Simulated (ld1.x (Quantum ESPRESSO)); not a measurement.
## Which change was made? (Au, TM)

```
Element                 : gold (Au)
Generator               : ld1.x (Quantum ESPRESSO) 7.5
Type                    : norm-conserving Troullier–Martins (Kleinman–Bylander form)
Functional              : PBE
Relativity              : scalar-relativistic
Frozen core             : [Xe] 4f14
Valence charge          : 11
Reference configuration : 5d10 6s0 6p0 (charge +1)
Partial waves           : 6s (bound, empty): rc 2.25 bohr; 6p (bound, empty): rc 2.65 bohr; 5d (bound): rc 2.05 bohr
Local potential         : all-electron potential smoothed inside 1.55 bohr (lloc = -2)
Core correction         : none
```

Cutoffs, loose and tight: the cutoffs (Ry, on a coarse ladder) from which the occupation-weighted sum of valence levels, in a spherical-Bessel basis at the reference potential, stays within 10 and 1 mRy of its value at 400 Ry. They do not see the model core or the augmentation charge, which bear on the density cutoff. Test errors are all-electron minus pseudo excitation energies from the reference, over the configurations 5d10 6s1 6p0; 5d9 6s0 6p0; 5d8 6s0 6p0; 5d10 6s0.5 6p0; 5d9 6s1 6p0; 5d9 6s1 6p1; 5d9 6s2 6p0; variants that change the core or the reference have their own tests.

The base gives: outcome: generated; cutoff, loose: 45 Ry; cutoff, tight: 60 Ry; bound ghosts: s; largest test error (meV): -92.

On the changes marked as counting shells twice: ld1.x takes every shell without a wave as core, so the model core holds the marked electrons as well and exchange and correlation see them twice. This cancels in the reference configuration, but the file is broken for other ones, and its errors say nothing about a proper core correction.

(1) After one change the result is: outcome: generated, misses its reference levels by 3.71 eV; cutoff, loose: 70 Ry; cutoff, tight: 110 Ry; bound ghosts: none; largest test error (meV): -2753. Which change was it?
A. local potential all-electron potential smoothed inside 2.96 bohr (lloc = -2)
B. type PAW; waves now 6s (bound): rcut 1.95, rcutus 2.25 bohr; 6s channel at 2.95 Ry: rcut 1.95, rcutus 2.25 bohr; 6p (bound): rcut 2.30, rcutus 2.65 bohr; 6p channel at 0.65 Ry: rcut 2.30, rcutus 2.65 bohr; 5d (bound): rcut 1.80, rcutus 2.05 bohr; 5d channel at -0.7 Ry: rcut 1.80, rcutus 2.05 bohr; local potential all-electron potential smoothed inside 2.40 bohr (lloc = -1); core correction a·sin(br)/r model core, default radius (ld1.x builds one for every PAW set, though the input has nlcc=.false.); augmentation BESSEL, radius 1.30 bohr
C. wave 5d (bound): rc 2.05 bohr becomes 5d (bound): rc 1.26 bohr
D. core [Kr] 4d10 4f14, valence charge 19; reference 5s2 5p6 5d10 6s0.5 6p0; waves now 5p (bound): rc 1.50 bohr; 5d (bound): rc 2.25 bohr; 5s (bound): rc 1.55 bohr; local potential the s channel; core correction a·sin(br)/r model core inside 0.75 bohr (6s counted twice)

Answers

(1) D. The others give: wave 5d (bound): rc 2.05 bohr becomes 5d (bound): rc 1.26 bohr → outcome: generated; cutoff, loose: 60 Ry; cutoff, tight: 90 Ry; bound ghosts: s; largest test error (meV): -92 | type PAW; waves now 6s (bound): rcut 1.95, rcutus 2.25 bohr; 6s channel at 2.95 Ry: rcut 1.95, rcutus 2.25 bohr; 6p (bound): rcut 2.30, rcutus 2.65 bohr; 6p channel at 0.65 Ry: rcut 2.30, rcutus 2.65 bohr; 5d (bound): rcut 1.80, rcutus 2.05 bohr; 5d channel at -0.7 Ry: rcut 1.80, rcutus 2.05 bohr; local potential all-electron potential smoothed inside 2.40 bohr (lloc = -1); core correction a·sin(br)/r model core, default radius (ld1.x builds one for every PAW set, though the input has nlcc=.false.); augmentation BESSEL, radius 1.30 bohr → outcome: generated; cutoff, loose: 30 Ry; cutoff, tight: 45 Ry; bound ghosts: none; largest test error (meV): -292 | local potential all-electron potential smoothed inside 2.96 bohr (lloc = -2) → outcome: generated; cutoff, loose: 45 Ry; cutoff, tight: 70 Ry; bound ghosts: none; largest test error (meV): -397.
